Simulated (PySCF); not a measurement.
`InChI=1S/C7H7NO/c8-7-4-2-1-3-6(7)5-9/h1-5H,8H2`

Molfile (atoms numbered from 1):
```
C7H7NO
     RDKit          3D

 16 16  0  0  0  0  0  0  0  0999 V2000
   -1.1727   -1.7772    0.0305 N   0  0  0  0  0  0  0  0  0  0  0  0
   -0.2332   -0.8111    0.0270 C   0  0  0  0  0  0  0  0  0  0  0  0
    1.1468   -1.1169   -0.0046 C   0  0  0  0  0  0  0  0  0  0  0  0
    2.0963   -0.1112   -0.0077 C   0  0  0  0  0  0  0  0  0  0  0  0
    1.7313    1.2442    0.0203 C   0  0  0  0  0  0  0  0  0  0  0  0
    0.3858    1.5602    0.0517 C   0  0  0  0  0  0  0  0  0  0  0  0
   -0.6078    0.5657    0.0557 C   0  0  0  0  0  0  0  0  0  0  0  0
   -2.0050    0.9693    0.0891 C   0  0  0  0  0  0  0  0  0  0  0  0
   -2.9681    0.2211    0.0957 O   0  0  0  0  0  0  0  0  0  0  0  0
   -0.9066   -2.7489    0.0076 H   0  0  0  0  0  0  0  0  0  0  0  0
   -2.1485   -1.4885    0.0522 H   0  0  0  0  0  0  0  0  0  0  0  0
    1.4560   -2.1652   -0.0266 H   0  0  0  0  0  0  0  0  0  0  0  0
    3.1545   -0.3847   -0.0327 H   0  0  0  0  0  0  0  0  0  0  0  0
    2.4927    2.0257    0.0174 H   0  0  0  0  0  0  0  0  0  0  0  0
    0.0641    2.6062    0.0743 H   0  0  0  0  0  0  0  0  0  0  0  0
   -2.1637    2.0767    0.1101 H   0  0  0  0  0  0  0  0  0  0  0  0
  1  2  1  0
  2  3  2  0
  3  4  1  0
  4  5  2  0
  5  6  1  0
  6  7  2  0
  7  8  1  0
  8  9  2  0
  7  2  1  0
  1 10  1  0
  1 11  1  0
  3 12  1  0
  4 13  1  0
  5 14  1  0
  6 15  1  0
  8 16  1  0
M  END
```

Method: PySCF, quadratic response CAM-B3LYP/aug-cc-pVDZ first hyperpolarisability, Taylor convention, gas phase. Geometry: PBE0-D3(BJ)/def2-SVP.

Give the tensor of the static β(0;0,0) in the axes of these coordinates.

In au, Taylor convention; rows are the first index (the induced dipole):
|  | xx | yy | zz | xy | xz | yz |
| --- | --- | --- | --- | --- | --- | --- |
| x | +93.1 | -61.4 | -49.9 | -202.3 | -6.9 | +3.5 |
| y | -202.3 | -146.8 | -10.1 | -61.4 | +3.5 | -0.8 |
| z | -6.9 | -0.8 | +2.5 | +3.5 | -49.9 | -10.1 |

Norm of βᵢ = ⅓ Σⱼ (βᵢⱼⱼ + βⱼᵢⱼ + βⱼⱼᵢ): 359.7 au, hyper-Rayleigh value 162.1 au.
